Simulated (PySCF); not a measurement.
# ScSe: energy against distance

Set-up: Sc x2c-TZVPPall, Se x2c-TZVPPall; spin-free X2C with a Gaussian nucleus (PySCF 2.14). Energies in eV from Sc (3d1 4s2) + Se in their ground configurations at the same level. State: ²Σ⁺ (doublet), unpaired electrons σ ↑.

All columns are MN15. A positive dipole means Sc(−)Se(+).

```json
{"R (Å)": "1.940", "E (eV)": "-2.532", "μ (D)": "-4.61", "Mulliken charge on Sc (basis-dependent)": "0.22", "HOMO (eV)": "-5.32", "LUMO (eV)": "-1.91", "Mayer bond order": "2.76", "⟨S²⟩": "0.75"}
{"R (Å)": "2.030", "E (eV)": "-3.330", "μ (D)": "-4.99", "Mulliken charge on Sc (basis-dependent)": "0.26", "HOMO (eV)": "-5.45", "LUMO (eV)": "-2.06", "Mayer bond order": "2.69", "⟨S²⟩": "0.75"}
{"R (Å)": "2.121", "E (eV)": "-3.761", "μ (D)": "-5.38", "Mulliken charge on Sc (basis-dependent)": "0.28", "HOMO (eV)": "-5.57", "LUMO (eV)": "-2.22", "Mayer bond order": "2.63", "⟨S²⟩": "0.75"}
{"R (Å)": "2.188", "E (eV)": "-3.904", "μ (D)": "-5.67", "Mulliken charge on Sc (basis-dependent)": "0.28", "HOMO (eV)": "-5.67", "LUMO (eV)": "-2.34", "Mayer bond order": "2.60", "⟨S²⟩": "0.75"}
{"R (Å)": "2.256", "E (eV)": "-3.931", "μ (D)": "-5.95", "Mulliken charge on Sc (basis-dependent)": "0.29", "HOMO (eV)": "-5.76", "LUMO (eV)": "-2.47", "Mayer bond order": "2.57", "⟨S²⟩": "0.75"}
{"R (Å)": "2.324", "E (eV)": "-3.867", "μ (D)": "-6.23", "Mulliken charge on Sc (basis-dependent)": "0.30", "HOMO (eV)": "-5.85", "LUMO (eV)": "-2.60", "Mayer bond order": "2.55", "⟨S²⟩": "0.75"}
{"R (Å)": "2.414", "E (eV)": "-3.680", "μ (D)": "-6.60", "Mulliken charge on Sc (basis-dependent)": "0.31", "HOMO (eV)": "-5.97", "LUMO (eV)": "-2.78", "Mayer bond order": "2.51", "⟨S²⟩": "0.75"}
{"R (Å)": "2.527", "E (eV)": "-3.337", "μ (D)": "-7.04", "Mulliken charge on Sc (basis-dependent)": "0.32", "HOMO (eV)": "-6.11", "LUMO (eV)": "-3.01", "Mayer bond order": "2.47", "⟨S²⟩": "0.75"}
{"R (Å)": "2.662", "E (eV)": "-2.840", "μ (D)": "-7.49", "Mulliken charge on Sc (basis-dependent)": "0.33", "HOMO (eV)": "-6.19", "LUMO (eV)": "-3.25", "Mayer bond order": "2.41", "⟨S²⟩": "0.76"}
{"R (Å)": "2.843", "E (eV)": "-2.149", "μ (D)": "-7.90", "Mulliken charge on Sc (basis-dependent)": "0.34", "HOMO (eV)": "-6.05", "LUMO (eV)": "-3.40", "Mayer bond order": "2.24", "⟨S²⟩": "0.77"}
```

A fit through these points gives, at Re = 2.240 Å, μ = -5.88 D and dμ/dR = -4.21 D/Å; the reduced mass is 28.77 u.

Problem. How strong is the fundamental in the double-harmonic approximation, I = 42.26·(dμ/dR)²/μred km/mol?

Solution. I = 42.26·(-4.21)²/28.77 = 26.0 km/mol at MN15.

The metal atom is held in its measured ground configuration; semilocal functionals can put another filling of s and d lower by some tenths of an eV, and De to that atom would be smaller. Spin–orbit coupling is left out. With d or f electrons several states lie close, and the lowest PBE0 determinant need not be the measured ground state.
